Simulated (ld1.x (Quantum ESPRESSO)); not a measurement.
## BP86 ultrasoft dataset for La (Z = 57), fully relativistic all-electron reference.

* Element: La
* Generator: ld1.x (Quantum ESPRESSO) 7.5
* Type: ultrasoft
* Functional: BP86
* Relativity: fully relativistic
* Frozen core: [Kr] 4d10 5s2
* Valence charge: 9
* Reference configuration: 4f0 5p6 5d1 6s0 6p0 (charge +2)
* Partial waves: 6s (bound, empty): rcut 2.70, rcutus 3.25 bohr; 6s channel at -0.2 Ry: rcut 2.70, rcutus 3.25 bohr; 5p (bound): rcut 2.35, rcutus 2.95 bohr; 6p (bound, empty): rcut 2.35, rcutus 2.95 bohr; 5d (bound): rcut 3.30, rcutus 4.20 bohr; 5d channel at 3.9 Ry: rcut 3.30, rcutus 4.20 bohr; 4f (bound, empty): rcut 1.25, rcutus 1.50 bohr; 4f channel at -0.85 Ry: rcut 1.25, rcutus 1.50 bohr
* Local potential: all-electron potential smoothed inside 1.75 bohr (lloc = -2)
* Core correction: none
* Augmentation charge: built from norm-conserving waves at rcut, not smoothed further

Open shells are filled in proportion to 2j + 1 (rel_dist='average').

All-electron outer shells of the reference configuration (BP86, scalar-relativistic, ld1.x):

```json
{"shell": "4d", "level (eV)": "-116.65", "outermost node (bohr)": "0.32", "outermost maximum (bohr)": "0.68"}
{"shell": "5s", "level (eV)": "-51.63", "outermost node (bohr)": "0.77", "outermost maximum (bohr)": "1.41"}
{"shell": "5p", "level (eV)": "-35.00", "outermost node (bohr)": "0.83", "outermost maximum (bohr)": "1.58"}
{"shell": "4f", "level (eV)": "-17.08", "outermost node (bohr)": "–", "outermost maximum (bohr)": "0.75"}
{"shell": "5d", "level (eV)": "-14.76", "outermost node (bohr)": "0.95", "outermost maximum (bohr)": "2.13"}
{"shell": "6s", "level (eV)": "-13.43", "outermost node (bohr)": "1.83", "outermost maximum (bohr)": "3.39"}
{"shell": "6p", "level (eV)": "-9.73", "outermost node (bohr)": "2.13", "outermost maximum (bohr)": "4.08"}
```

Calculated quality:

```
Configuration tests                       : test run stopped at test 5 of 7 (negative rho), 3 before it not solved; not counted: 4f0 5p6 5d1 6s2 6p0 (solver errors, printed error -355 eV); 4f0 5p6 5d1 6s1 6p0 (solver errors, printed error +85 meV); 4f1 5p6 5d0 6s1 6p0 (solver errors, printed error -2.0 eV)
Lowest eigenvalue of the overlap operator : -0.03 (s channel); it is negative, so in a basis up to 400 Ry S is not positive definite and the file is unfit for use
```

A Bessel basis up to 400 Ry misses an occupied level by 0.41 Ry, so cutoffs and ghosts were not judged. Its overlap operator is not positive definite in a basis up to 400 Ry (lowest eigenvalue s -0.03, p1/2 -0.02), so the file is unfit for use: the generalised eigenproblem breaks down once the basis is large enough, and its test numbers describe a broken file.

Generation and tests took about 4.4 s on one core of a shared server CPU.
